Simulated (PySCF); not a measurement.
HClO, charge +1, doublet (typed; the unrestricted solution is spin-contaminated), at a GFN2-xTB geometry (a state made from the parent by changing its charge; the spin is typed, not shown lowest), with bond 3-1 at 1.3 times its length; PySCF with CAMB3LYP/def2-SVP.

PySCF was given this input:
```python
from pyscf import gto, scf, dft

mol = gto.M(
    atom='''
O    -0.043832    1.021486    0.014691
H    -0.966721    1.402032    0.005034
Cl    0.113890   -1.038569   -0.013779
''',
    basis='def2-svp',
    charge=1,
    spin=1,
    verbose=4,
)

mf = dft.UKS(mol)
mf.xc = 'camb3lyp'
mf.conv_tol = 1e-6
mf.kernel()
```

Problem. Write the output that PySCF gives for this input, abridged.

Solution. 
```
PySCF version 2.14.0

[INPUT] verbose = 4
[INPUT] num. atoms = 3
[INPUT] num. electrons = 25
[INPUT] charge = 1
[INPUT] spin (= nelec alpha-beta = 2S) = 1
[INPUT] symmetry False subgroup None
[INPUT] Mole.unit = angstrom
[INPUT] Symbol           X                Y                Z      unit          X                Y                Z       unit  Magmom
[INPUT]  1 O     -0.043832000000   1.021486000000   0.014691000000 AA   -0.082830475492   1.930328780077   0.027761966496 Bohr   0.0
[INPUT]  2 H     -0.966721000000   1.402032000000   0.005034000000 AA   -1.826837928866   2.649456497876   0.009512881311 Bohr   0.0
[INPUT]  3 Cl     0.113890000000  -1.038569000000  -0.013779000000 AA    0.215220908327  -1.962610971463  -0.026038536270 Bohr   0.0

nuclear repulsion = 42.4406611774438
number of shells = 17
number of NR pGTOs = 67
number of NR cGTOs = 37
basis = def2-svp
ecp = {}

******** <class 'pyscf.dft.uks.UKS'> ********
method = UKS
initial guess = minao
damping factor = 0
level_shift factor = 0
DIIS = <class 'pyscf.scf.diis.CDIIS'>
diis_start_cycle = 1
diis_space = 8
diis_damp = 0
SCF conv_tol = 1e-06
SCF conv_tol_grad = None
SCF max_cycles = 50
direct_scf = True
direct_scf_tol = 1e-13
number electrons alpha = 13  beta = 12
XC library pyscf.dft.libxc version 7.1.2
    S. Lehtola, C. Steigemann, M. J. T. Oliveira, and M. A. L. Marques,  SoftwareX 7, 1–5 (2018)
XC functionals = camb3lyp
    T. Yanai, D. P. Tew, and N. C. Handy,  Chem. Phys. Lett. 393, 51 (2004)
radial grids:
    Treutler-Ahlrichs [JCP 102, 346 (1995); DOI:10.1063/1.469408] (M4) radial grids

becke partition: Becke, JCP 88, 2547 (1988); DOI:10.1063/1.454033
pruning grids: <function nwchem_prune>
grids dens level: 3
symmetrized grids: False
atomic radii adjust function: <function treutler_atomic_radii_adjust>
small_rho_cutoff = 0
Set gradient conv threshold to 0.001
tot grids = 42776
init E= -535.453417761242

cycle= 1 E= -535.212260066005  delta_E= 0.241  |g|= 0.273  |ddm|= 1.26
cycle= 2 E= -535.125530806534  delta_E= 0.0867  |g|= 0.509  |ddm|= 0.607
cycle= 3 E= -535.233695957609  delta_E= -0.108  |g|= 0.199  |ddm|= 0.468
cycle= 4 E= -535.251463466108  delta_E= -0.0178  |g|= 0.013  |ddm|= 0.13
cycle= 5 E= -535.251848818392  delta_E= -0.000385  |g|= 0.0165  |ddm|= 0.0341
cycle= 6 E= -535.252271994277  delta_E= -0.000423  |g|= 0.0141  |ddm|= 0.0275
cycle= 7 E= -535.252202332591  delta_E= 6.97e-05  |g|= 0.0141  |ddm|= 0.0048
cycle= 8 E= -535.249559428806  delta_E= 0.00264  |g|= 0.0168  |ddm|= 0.227
cycle= 9 E= -535.249492748852  delta_E= 6.67e-05  |g|= 0.0141  |ddm|= 0.0188
cycle= 10 E= -535.249706983631  delta_E= -0.000214  |g|= 0.00924  |ddm|= 0.0199
cycle= 11 E= -535.250035821928  delta_E= -0.000329  |g|= 0.0102  |ddm|= 0.0419
cycle= 12 E= -535.250656014158  delta_E= -0.00062  |g|= 0.00695  |ddm|= 0.0707
cycle= 13 E= -535.250664541263  delta_E= -8.53e-06  |g|= 0.00454  |ddm|= 0.0572
cycle= 14 E= -535.251286282177  delta_E= -0.000622  |g|= 0.0134  |ddm|= 0.184
cycle= 15 E= -535.251187760225  delta_E= 9.85e-05  |g|= 0.00188  |ddm|= 0.091
cycle= 16 E= -535.251167080049  delta_E= 2.07e-05  |g|= 0.00569  |ddm|= 0.0808
cycle= 17 E= -535.251195818543  delta_E= -2.87e-05  |g|= 0.00101  |ddm|= 0.057
cycle= 18 E= -535.251191910553  delta_E= 3.91e-06  |g|= 0.00124  |ddm|= 0.0215
cycle= 19 E= -535.251185119952  delta_E= 6.79e-06  |g|= 0.00115  |ddm|= 0.0227
cycle= 20 E= -535.251186352632  delta_E= -1.23e-06  |g|= 0.000497  |ddm|= 0.0112
cycle= 21 E= -535.251185958716  delta_E= 3.94e-07  |g|= 0.000468  |ddm|= 0.00289
Extra cycle  E= -535.251185620054  delta_E= 3.39e-07  |g|= 0.00122  |ddm|= 0.0014
converged SCF energy = -535.251185620054  <S^2> = 0.97371774  2S+1 = 2.2124355
```
